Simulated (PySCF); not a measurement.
## Telling isomers of C6H11BO3 apart by NMR

Computed data (PySCF): σ from GIAO-PBE0/pcSseg-1, PBE0-D3(BJ)/def2-SVP structure. One averaged value for each set of equivalent atoms, one computed conformer, non-relativistic Hamiltonian, isolated molecule.

δ = σ(ref) − σ, references computed at the same level: TMS for 1H (31.27 ppm), 13C (184.41 ppm). Where no couplings were computed, multiplicities follow the n + 1 count of equivalent neighbours, and m marks all less simple cases (inequivalent or close neighbours, rings, F or P nearby). Couplings to H on boron are left out. Carbons bonded to boron are broad in practice. Shifts are as computed. Against solution values, carbons near 30 ppm lie about +2 ppm off and those near 130 ppm about +5 ppm. Of 1313 compounds with measured shifts, 239 miss one by over three times the rms of a fit or turn the order of signals round; such compounds aren't used in these exercises.

(1) Tabulate the signals of `CC(C)OC1=[O+][BH2-]OC=C1`, `CC(C)OC1=CO[BH2-][O+]=C1` and their relative energies.

(2) What is the quickest way to tell CC(C)OC1=[O+][BH2-]OC=C1 from CC(C)OC1=CO[BH2-][O+]=C1?

## Answers

(1) 
```json
{"SMILES": "CC(C)OC1=[O+][BH2-]OC=C1", "carbon types": "1×C 3×CH 2×CH3", "δC": "183.9, 178.8, 91.5, 71.5, 22.5", "δH": "7.63 (d, 1H), 5.06 (d, 1H), 4.83 (sept, 1H), 3.73 (br, 2H), 1.30 (d, 6H)", "E rel. (kcal/mol)": "0.0"}
{"SMILES": "CC(C)OC1=CO[BH2-][O+]=C1", "carbon types": "1×C 3×CH 2×CH3", "δC": "184.4, 145.0, 80.2, 22.2", "δH": "7.82 (s, 2H), 3.63 (br, 2H), 3.15 (sept, 1H), 1.19 (d, 6H)", "E rel. (kcal/mol)": "25.2"}
```

Energies are electronic energies at PBE0/pcSseg-1 on these geometries, without zero-point or thermal terms, each for the one conformer computed, which needn't be the lowest.

(2) Count the carbon signals: 5 against 4. The first has an ester carbonyl carbon (C) at 178.8 ppm, the second an alkene carbon bearing oxygen (C) at 145.0 ppm. Their most deshielded carbons lie at 183.9 and 184.4 ppm.
